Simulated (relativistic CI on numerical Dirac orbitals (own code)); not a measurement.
## Radial parameters of Ba50+

These numbers are calculated, not measured: Dirac-Coulomb-Breit CI, separate exchange-only KLI orbitals for each configuration, a model potential for QED, unscaled Slater integrals (own radial code, finite nucleus).

Slater integrals F^k, G^k are unscaled and averaged over j, outside the closed core 1s2; ζ comes from projecting the Hamiltonian with its Breit term on Σ l·s of the shell.

- 2s2 2p2: F^2(2p,2p) = 1.0452e+06, ζ(2p) = 2.2356e+06 cm⁻¹; <r>(2p) = 0.09078, <r^2>(2p) = 0.009992 (bohr units).
- 2s 2p3: F^2(2p,2p) = 1.044e+06, G^1(2s,2p) = 1.1075e+06, ζ(2p) = 2.2271e+06 cm⁻¹; <r>(2s) = 0.1046, <r^2>(2s) = 0.01291, <r>(2p) = 0.09089, <r^2>(2p) = 0.01001 (bohr units).
- 2p4: F^2(2p,2p) = 1.0421e+06, ζ(2p) = 2.2187e+06 cm⁻¹; <r>(2p) = 0.09104, <r^2>(2p) = 0.01005 (bohr units).

Averages of the first 10 configurations, taken without configuration mixing, which lowers the lowest level and can move excited configurations by several eV; other configurations of the list can lie among them:

| Configuration | Parity | States | Average energy above the lowest level (eV) |
| --- | --- | --- | --- |
| 2s2 2p2 | even | 15 | 547.9 |
| 2s 2p3 | odd | 40 | 1028.9 |
| 2p4 | even | 15 | 1555.3 |
| 2p3 3s | odd | 40 | 6710.0 |
| 2p3 3p | even | 120 | 6850.6 |
| 2p3 3d | odd | 200 | 6970.0 |
| 2s2 2p 3s | odd | 12 | 5761.2 |
| 2s2 2p 3p | even | 36 | 5909.2 |
| 2s2 2p 3d | odd | 60 | 6028.8 |
| 2s 2p2 3s | even | 60 | 6212.8 |
